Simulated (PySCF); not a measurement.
# Mayer bond orders and bond lengths

C5H12O2P (charge -1).
SMILES with atom numbers: `[CH3:1][CH:2]([CH3:3])[CH2:4][P@:5]([CH3:6])(=[O:7])[O-:8]` (hydrogens: H9, H10, H11 on C1; H12 on C2; H13, H14, H15 on C3; H16, H17 on C4; H18, H19, H20 on C6)

Cartesian coordinates in Å at the GFN2-xTB level; atoms count from 1:
```xyz
20
C5H12O2P angstrom
C     -1.572    1.289   -0.366
C     -1.146   -0.173   -0.350
C     -2.207   -1.042    0.329
C      0.209   -0.308    0.321
P      1.518    0.505   -0.758
C      3.024   -0.327   -0.021
O      1.601    1.970   -0.480
O      1.341    0.051   -2.167
H     -1.751    1.647    0.649
H     -2.483    1.429   -0.950
H     -0.770    1.876   -0.802
H     -1.022   -0.503   -1.387
H     -3.171   -0.932   -0.167
H     -2.323   -0.749    1.373
H     -1.923   -2.093    0.299
H      0.207    0.157    1.309
H      0.466   -1.364    0.434
H      3.009   -1.399   -0.202
H      3.099   -0.130    1.045
H      3.888    0.106   -0.523
```

Bond orders from the PBE0/pcSseg-1 density (PySCF). Geometry: GFN2-xTB, one conformer, isolated ion. The pcSseg-1 basis has no diffuse functions, a weakness for an anion.

Problem. How far do the computed orders between heavy atoms stray from the drawn ones?

Solution. The largest departure is 0.714, at P5–O8 (drawn single, 1.714). Drawn single, order above 1.12: P5–O8 (1.714). Drawn single, order below 0.88: C4–P5 (0.820) and P5–C6 (0.872). The SMILES, with its formal charges, is one Lewis structure only.

Problem. Give the Mayer order of every bond, beside its length.

Solution. 
```tsv
bond	drawn as	length (Å)	Mayer order
C1–C2	single	1.523	1.034
C2–C3	single	1.530	1.027
C2–C4	single	1.518	1.022
C4–P5	single	1.881	0.820
P5–C6	single	1.872	0.872
P5–O7	double	1.493	1.700
P5–O8	single	1.492	1.714
C1–H9	single	1.091	0.965
C1–H10	single	1.091	0.970
C1–H11	single	1.086	0.942
C2–H12	single	1.096	0.927
C3–H13	single	1.090	0.972
C3–H14	single	1.090	0.968
C3–H15	single	1.089	0.973
C4–H16	single	1.092	0.940
C4–H17	single	1.093	0.949
C6–H18	single	1.087	0.960
C6–H19	single	1.087	0.960
C6–H20	single	1.089	0.967
```

Bonds between the same two heavy elements. C–C: all 3 within 0.02 of one another (1.022 to 1.034). C–P: lowest C4–P5 (0.820, 1.881 Å), highest P5–C6 (0.872, 1.872 Å). O–P: all 2 within 0.02 of one another (1.700 to 1.714).

Problem. Sum the orders of all bonds at each heavy atom with more than one neighbour and set the sums beside the valence in the SMILES.

Solution. C1 3.911 (drawn 4), C2 4.010 (drawn 4), C3 3.940 (drawn 4), C4 3.731 (drawn 4), P5 5.106 (drawn 5), C6 3.759 (drawn 4). Orders between atoms that aren't bonded are not in these sums.

For a closed shell the Mayer order of atoms A and B is Σ (PS)μν (PS)νμ over the basis functions μ on A and ν on B, with P the density and S the overlap matrix.
